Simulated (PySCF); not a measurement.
Vertical excitations of a molecule C4H12Si2 from TDA-PBE/def2-SVPD in PySCF, as energy in eV (oscillator strength): 5.53 (0.059), 5.71 (0.090), 6.08 (0.000), 6.19 (0.003), 6.31 (0.004), 6.50 (0.013). Lowest triplet (TDA): 4.14 eV. Coordinates come from a PBE0-D3(BJ)/def2-SVP optimisation. The values are those of a single conformer.

Question: Pick the molecule that these values belong to.
A) C=C(C)[SiH2][SiH2]C
B) CC1([SiH2][SiH3])CC1
C) C=C[SiH2]CC[SiH3]
D) C[C@H]1C[C@@H]([SiH3])[SiH2]1

Answer: A, C=C(C)[SiH2][SiH2]C
